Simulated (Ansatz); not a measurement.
Program: Ansatz. Geometries: PBE0-D4/def2-TZVP. ΔE: electronic, gas phase. CBS: MP2 limit from def2 TZ/QZ plus the TZ coupled-cluster correction, frozen cores. DFT in def2-TZVPP. HSE06 is defined as in plane-wave codes. def2 core potentials past Kr. For Ga, Ge, Te outer-core shells are correlated without core-valence functions, which leaves a few kJ/mol of doubt a bond. Scalar relativity is left out up to krypton.

`[GaH2][Te][GeH3]` + `[OH][GeH3]` → `[GaH2][O][GeH3]` + `[GeH3][TeH]`  (ligand exchange at a Ga–Te bond)

| level | ΔE (kJ/mol) | difference from CCSD(T)/CBS |
| --- | --- | --- |
| PBE-D4 | 54.6 | 4.1 |
| r2SCANh-D4 | 49.9 | -0.6 |
| HSE06-D4 | 57.7 | 7.2 |
| PBE0 | 55.5 | 5.0 |
| HF/def2-SVP | 34.2 | -16.3 |
| MP2/def2-SVP | 33.6 | -16.9 |
| CCSD/def2-SVP | 31.0 | -19.5 |
| HF/def2-TZVPP | 40.4 | -10.1 |
| HF/def2-QZVPP | 38.1 | -12.4 |
| CCSD/CBS(def2) | 49.5 | -1.0 |
| CCSD(T)/CBS | 50.5 | 0 |

What do rigid-rotor, harmonic-oscillator terms from PBE0-D4/def2-TZVP frequencies (298.15 K, 1 bar) make of the CCSD(T)/CBS value? (An estimate is asked.)

The calculation gave: ΔZPE = -9.7 kJ/mol, ΔH = +40.3 kJ/mol, ΔS = -1 J/(mol·K), ΔG = +40.8 kJ/mol. Modes under 50 cm⁻¹ make the entropy rough.

Largest T1 diagnostic among the species: 0.014.

From r2SCAN to r2SCAN0 (25 % exact exchange), in def2-TZVPP and without D4, ΔE moves by +4.6 kJ/mol. Leaving LDA and LC-ωPBE aside and taking each functional with its dispersion term where it has one, the values, not all of them listed here, spread over 21.2 kJ/mol, from B97M-V to HSE06-D4.

CCSD(T)/CBS has its own doubt, a few kJ/mol and more with outer-core shells, so smaller differences from it don't rank the levels.
